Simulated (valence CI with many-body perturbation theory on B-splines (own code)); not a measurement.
**E1 transitions of Xe³⁺**

Method: configuration interaction combined with many-body perturbation theory (CI+MBPT): five valence electrons over a frozen Dirac-Fock core [Kr] 4d10, radial functions for each j: 11 s, 11 p, 10 d, 8 f, 5 g, 2 h, with the one-electron correlation potential Σ1, the two-electron term Σ2, the three-electron term Σ3, Breit, model QED; selected CI, second order for the rest, scaled by the run's own slope (own B-spline code, finite nucleus).

Set against measurement, 60 paired levels are off by 338 cm⁻¹ on average, the worst by 1240. These come from a selection out of Saloman, J. Phys. Chem. Ref. Data 33, 765 (2004). Levels without a partner in it may be off by more. Among the levels kept, up to 2500 cm⁻¹ of a level comes from second order outside the variational space, and about a tenth of that is noise between levels of different J, which matters for small intervals. 9 measured levels below the end of the list, from 133027 cm⁻¹ on, found no clear computed partner, and computed levels of the same name lie up to 50070 cm⁻¹ from them.

Lines 151 to 200 of 600 in falling wavelength, among levels below 253805 cm⁻¹, chosen from the strongest by gf and those to the six lowest levels. Wavelengths and rates use the calculated energies, so an error of 300 cm⁻¹ moves a line at 238.0 nm by 0.71 % and its rate by three times that or more. Electric multipoles are in the length gauge, E1 and E2 with the static RPA response of the core. Weak lines are less certain than strong ones. Lines between different terms over intervals too small for the method are left out, as are lines whose strength nearly cancels. Where a level lies close to another of its J and parity, the split of strength between their lines is uncertain. The highest levels of a list are the least certain.

Names give the largest LS component (configuration and term), which can be under half, so a name can repeat, a term be missing and a line seem to break the LS rules; names also repeat where a configuration has a term twice. Letters in brackets count levels of one name in rising energy.

| λ vac (nm) | Upper | Lower | A (s⁻¹) | log gf | Branch % |
| --- | --- | --- | --- | --- | --- |
| 241.6 | 4f.5s2.5p2 2D°_5/2 [b] | 5s2.5p2.5d 2F_7/2 [b] | 3.78e+07 | -0.70 | 4.9 |
| 241.0 | 4f.5s2.5p2 2D°_3/2 [a] | 5s2.5p2.5d 4P_5/2 | 3.55e+07 | -0.91 | 5.9 |
| 240.4 | 5s2.5p2.6d 2F_7/2 [a] | 4f.5s2.5p2 2G°_7/2 [b] | 4.16e+07 | -0.54 | 3.8 |
| 239.7 | 5s2.5p2.6d 2D_3/2 | 5s2.5p2.6p 2P°_1/2 [a] | 4.03e+08 | 0.14 | 13.3 |
| 239.5 | 5s2.5p2.7s 4P_5/2 | 4f.5s2.5p2 2F°_5/2 [b] | 5.20e+07 | -0.57 | 2.6 |
| 238.9 | 4f.5s2.5p2 2F°_5/2 [d] | 5s2.5p2.6s 2P_3/2 [b] | 1.83e+07 | -1.03 | 10.0 |
| 238.7 | 5s2.5p2.6p 2P°_1/2 [a] | 5s2.5p2.6s 2P_1/2 | 7.33e+07 | -0.90 | 10.1 |
| 238.6 | 4f.5s2.5p2 2F°_7/2 [c] | 5s2.5p2.6s 2D_5/2 | 2.86e+07 | -0.71 | 12.3 |
| 238.4 | 5s2.5p2.6d 4F_9/2 | 4f.5s2.5p2 2G°_7/2 [b] | 1.14e+08 | -0.01 | 11.0 |
| 238.0 | 4f.5s2.5p2 4D°_7/2 | 5s2.5p2.5d 4D_5/2 | 6.13e+07 | -0.38 | 16.6 |
| 237.7 | 5s2.5p2.6p 2P°_1/2 [c] | 5s2.5p2.5d 2D_3/2 [c] | 2.29e+08 | -0.41 | 29.1 |
| 237.5 | 5s2.5p2.6d 4F_5/2 [a] | 4f.5s2.5p2 4F°_3/2 | 6.49e+07 | -0.48 | 3.3 |
| 237.3 | 5p5 2P°_3/2 | 5s2.5p2.6s 2D_5/2 | 4.48e+07 | -0.82 | 3.8 |
| 236.2 | 5s2.5p2.6d 4D_1/2 | 5s2.5p2.6p 4P°_1/2 | 2.56e+08 | -0.37 | 16.4 |
| 236.1 | 5s2.5p2.6p 4P°_3/2 | 5s2.5p2.5d 4P_3/2 | 1.09e+08 | -0.44 | 10.9 |
| 235.9 | 5s2.5p2.6d 4F_7/2 | 5s2.5p2.6p 2D°_5/2 [a] | 1.13e+08 | -0.12 | 9.7 |
| 235.9 | 5s2.5p2.7s 2P_3/2 | 4f.5s2.5p2 2F°_5/2 [b] | 9.65e+07 | -0.49 | 2.7 |
| 235.7 | 5s2.5p2.6d 4D_5/2 | 4f.5s2.5p2 2F°_5/2 [a] | 5.91e+07 | -0.53 | 2.6 |
| 235.3 | 5s2.5p2.6d 2D_5/2 | 4f.5s2.5p2 2F°_5/2 [b] | 7.67e+07 | -0.42 | 2.7 |
| 235.1 | 5s2.5p2.6d 2P_3/2 | 5s2.5p2.6p 4S°_3/2 | 6.29e+07 | -0.68 | 3.4 |
| 234.6 | 5s2.5p2.6d 4F_3/2 | 5s2.5p2.6p 4D°_3/2 [a] | 1.22e+08 | -0.39 | 8.9 |
| 234.2 | 5s2.5p2.7s 4P_3/2 | 4f.5s2.5p2 2D°_3/2 [a] | 6.87e+07 | -0.65 | 2.4 |
| 234.1 | 5s2.5p2.6d 4P_3/2 | 4f.5s2.5p2 2F°_5/2 [a] | 4.45e+07 | -0.84 | 1.9 |
| 233.4 | 5s2.5p2.6d 2F_5/2 | 4f.5s2.5p2 2D°_3/2 [a] | 1.88e+08 | -0.04 | 8.0 |
| 233.1 | 5s2.5p2.6p 2D°_3/2 | 5s2.5p2.5d 2P_1/2 [b] | 4.73e+07 | -0.81 | 5.3 |
| 233.1 | 5s2.5p2.6d 2F_7/2 [b] | 4f.5s2.5p2 2F°_5/2 [b] | 3.16e+08 | 0.31 | 11.1 |
| 232.3 | 4f.5s2.5p2 2F°_5/2 [c] | 5s2.5p2.6s 4P_3/2 [b] | 6.56e+07 | -0.50 | 11.9 |
| 232.3 | 5s2.5p2.6d 4F_5/2 [b] | 5s2.5p2.6p 4S°_3/2 | 9.40e+07 | -0.34 | 4.9 |
| 232.2 | 5s2.5p2.6p 4D°_7/2 | 5s2.5p2.5d 4P_5/2 | 2.09e+07 | -0.87 | 2.3 |
| 231.0 | 4f.5s2.5p2 2D°_5/2 [b] | 5s2.5p2.5d 2F_5/2 [b] | 1.95e+07 | -1.03 | 2.5 |
| 230.8 | 5s2.5p2.7s 4P_5/2 | 4f.5s2.5p2 2F°_5/2 [a] | 5.57e+07 | -0.57 | 2.8 |
| 230.2 | 5s2.5p2.6d 4D_1/2 | 5s2.5p2.6p 4S°_3/2 | 1.02e+08 | -0.79 | 6.5 |
| 229.5 | 5s2.5p2.6d 2D_3/2 | 4f.5s2.5p2 2F°_5/2 [b] | 2.57e+07 | -1.09 | 0.8 |
| 229.4 | 5s2.5p2.7s 2P_1/2 | 4f.5s2.5p2 2D°_3/2 [a] | 5.42e+07 | -1.07 | 1.5 |
| 228.8 | 5s2.5p2.6d 2F_7/2 [a] | 5s2.5p2.6p 4D°_7/2 | 2.17e+08 | 0.13 | 20.0 |
| 228.6 | 4f.5s2.5p2 2P°_3/2 | 5s2.5p2.5d 2D_3/2 [b] | 4.11e+07 | -0.89 | 10.2 |
| 228.5 | 5s2.5p2.7s 4P_3/2 | 5s2.5p2.6p 2D°_5/2 [a] | 5.35e+07 | -0.78 | 1.8 |
| 228.4 | 5s2.5p2.7s 2P_3/2 | 5s2.5p2.6p 2P°_3/2 [a] | 3.38e+08 | 0.02 | 9.6 |
| 228.1 | 5s2.5p2.6d 4F_5/2 [b] | 5s2.5p2.6p 4D°_5/2 | 2.33e+08 | 0.04 | 12.2 |
| 227.9 | 5s2.5p2.6d 2D_5/2 | 5s2.5p2.6p 2P°_3/2 [a] | 6.11e+08 | 0.46 | 21.6 |
| 227.8 | 5s2.5p2.6d 2F_5/2 | 5s2.5p2.6p 2D°_5/2 [a] | 6.64e+07 | -0.51 | 2.8 |
| 227.7 | 4f.5s2.5p2 2F°_7/2 [b] | 5s2.5p2.5d 2F_5/2 [b] | 3.37e+07 | -0.68 | 5.3 |
| 227.7 | 4f.5s2.5p2 2F°_5/2 [c] | 5s2.5p2.6s 4P_3/2 [a] | 2.70e+07 | -0.90 | 4.9 |
| 227.6 | 5s2.5p2.6d 4F_7/2 | 5s2.5p2.6p 4D°_5/2 | 7.02e+08 | 0.64 | 60.1 |
| 227.4 | 5s2.5p2.7s 2P_3/2 | 4f.5s2.5p2 2F°_5/2 [a] | 4.33e+07 | -0.87 | 1.2 |
| 226.9 | 5s2.5p2.6d 2D_5/2 | 4f.5s2.5p2 2F°_5/2 [a] | 3.31e+07 | -0.81 | 1.2 |
| 226.9 | 5s2.5p2.6d 4F_9/2 | 5s2.5p2.6p 4D°_7/2 | 7.92e+08 | 0.79 | 76.6 |
| 226.9 | 5s2.5p2.6d 4F_5/2 [a] | 5s2.5p2.6p 4D°_3/2 [a] | 8.16e+08 | 0.58 | 42.1 |
| 226.8 | 5s2.5p2.7s 4P_5/2 | 4f.5s2.5p2 2G°_7/2 [b] | 5.21e+07 | -0.62 | 2.6 |
| 226.5 | 5s2.5p2.6d 2P_1/2 | 5s2.5p2.6p 2P°_3/2 [a] | 8.87e+07 | -0.86 | 3.5 |
